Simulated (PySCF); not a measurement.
Molecules (atom-mapped SMILES):
1. `[F:1][c:2]1[bH-:3][cH:4][c:5]([F:6])[cH:7][cH:8]1`
2. `[F:1][GeH2:2][GeH2:3][GeH3:4]`

Couplings at B3LYP/pcJ-1 (pcSseg-1 on atoms past Ar), PySCF 2.14.0 with density-fitted response routines, geometries PBE0-D3(BJ)/def2-SVP, gas phase, one conformer each, non-relativistic.

Question: List the couplings to ¹⁹F of 5 Hz or more (2 Hz over four bonds), one row for each set of pairs made equivalent by symmetry, fast rotation or ring inversion, averaged. Isotopes: ¹¹B, ¹³C, ¹⁹F, ¹H; all four Ramsey terms are included.

Answer: 
```json
{"molecule": "1", "pair": "F1, C2", "bonds": "1", "J (Hz)": "-297.9"}
{"molecule": "1", "pair": "C5, F6", "bonds": "1", "J (Hz)": "-292.8"}
{"molecule": "1", "pair": "F6, C7", "bonds": "2", "J (Hz)": "29.6"}
{"molecule": "1", "pair": "F1, B3", "bonds": "2", "J (Hz)": "26.8"}
{"molecule": "1", "pair": "F1, C8", "bonds": "2", "J (Hz)": "18.8"}
{"molecule": "1", "pair": "F6, H(C4)", "bonds": "3", "J (Hz)": "24.0"}
{"molecule": "1", "pair": "F1, C4", "bonds": "3", "J (Hz)": "22.6"}
{"molecule": "1", "pair": "F1, H(C8)", "bonds": "3", "J (Hz)": "20.8"}
{"molecule": "1", "pair": "B3, F6", "bonds": "3", "J (Hz)": "17.3"}
{"molecule": "1", "pair": "F6, H(C7)", "bonds": "3", "J (Hz)": "10.1"}
{"molecule": "1", "pair": "F6, C8", "bonds": "3", "J (Hz)": "9.2"}
{"molecule": "1", "pair": "F1, H(B3)", "bonds": "3", "J (Hz)": "8.2"}
{"molecule": "1", "pair": "F1, C7", "bonds": "3", "J (Hz)": "7.9"}
{"molecule": "1", "pair": "F1, H(C4)", "bonds": "4", "J (Hz)": "7.1"}
{"molecule": "1", "pair": "F6, H(B3)", "bonds": "4", "J (Hz)": "5.6"}
{"molecule": "1", "pair": "F6, H(C8)", "bonds": "4", "J (Hz)": "4.1"}
{"molecule": "1", "pair": "C2, F6", "bonds": "4", "J (Hz)": "2.0"}
{"molecule": "2", "pair": "F1, H(Ge2)", "bonds": "2", "J (Hz)": "33.0"}
{"molecule": "2", "pair": "F1, H(Ge3)", "bonds": "3", "J (Hz)": "10.9"}
{"molecule": "2", "pair": "F1, H(Ge4)", "bonds": "4", "J (Hz)": "3.9"}
```

One-bond C–F values run tens of Hz too large at this level.
